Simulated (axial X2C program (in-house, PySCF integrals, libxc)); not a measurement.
Density and ELF of CuGa

Calculated with an in-house all-electron X2C program for linear molecules (integrals from PySCF). Two-component (2c) means X2C with spin–orbit coupling and atomic mean-field two-electron Coulomb and Gaunt terms. Basis: Ga dyall-cv3z [9s9p7d4f1g], Cu dyall-cv3z [9s9p6d3f2g] (cores contracted in-house); Gaussian nuclei, density fitting, unrestricted open shells. Masses: Ga 68.926 u, Cu 62.930 u.

PBE0, 2c, state Ω = 0 (closed shell); Ga at z = 0, Cu at z = 2.379 Å.

The maps cover the half plane through the axis: z from -2.4 to 4.2 Å along the bond, ρ from 0.15 to 2.25 Å away from it.

log10 of the density in e/bohr³:

```
 ρ\z  -2.4  -1.8  -1.2  -0.6   0.0   0.6   1.2   1.8   2.4   3.0   3.6   4.2
0.15  -2.9  -2.2  -1.5  -0.4   1.4  -0.4  -1.2  -0.3   1.4  -0.4  -1.8  -2.7
0.45  -2.9  -2.3  -1.6  -0.8   0.2  -0.8  -1.3  -0.7   0.3  -0.8  -1.9  -2.7
0.75  -3.0  -2.4  -1.8  -1.3  -0.8  -1.3  -1.5  -1.2  -0.7  -1.3  -2.1  -2.8
1.05  -3.2  -2.6  -2.0  -1.6  -1.5  -1.7  -1.8  -1.6  -1.4  -1.7  -2.3  -3.0
1.35  -3.4  -2.8  -2.3  -2.0  -1.9  -2.1  -2.1  -1.9  -1.9  -2.1  -2.6  -3.1
1.65  -3.6  -3.1  -2.6  -2.4  -2.4  -2.5  -2.4  -2.3  -2.3  -2.5  -2.9  -3.4
1.95  -3.8  -3.3  -3.0  -2.8  -2.8  -2.9  -2.8  -2.6  -2.6  -2.8  -3.1  -3.6
2.25  -4.1  -3.7  -3.4  -3.2  -3.3  -3.3  -3.1  -3.0  -3.0  -3.1  -3.4  -3.8
```

Electron localisation function (collinear form, no current term, damped to 0 at low density):

```
 ρ\z  -2.4  -1.8  -1.2  -0.6   0.0   0.6   1.2   1.8   2.4   3.0   3.6   4.2
0.15  0.88  0.97  0.76  0.32  0.29  0.31  0.42  0.47  0.40  0.42  0.10  0.14
0.45  0.85  0.97  0.82  0.21  0.68  0.18  0.47  0.28  0.73  0.25  0.12  0.15
0.75  0.76  0.96  0.88  0.28  0.20  0.19  0.51  0.20  0.29  0.15  0.14  0.16
1.05  0.56  0.93  0.91  0.53  0.23  0.28  0.49  0.27  0.19  0.17  0.17  0.16
1.35  0.28  0.86  0.90  0.69  0.34  0.24  0.41  0.36  0.25  0.21  0.20  0.13
1.65  0.08  0.64  0.80  0.64  0.26  0.11  0.28  0.39  0.30  0.26  0.21  0.08
1.95  0.01  0.24  0.53  0.37  0.09  0.04  0.15  0.34  0.32  0.26  0.15  0.03
2.25  0.00  0.04  0.16  0.11  0.02  0.01  0.06  0.21  0.24  0.17  0.06  0.01
```

The state is a single determinant with fixed occupations, the lowest that a limited PBE0 search found.
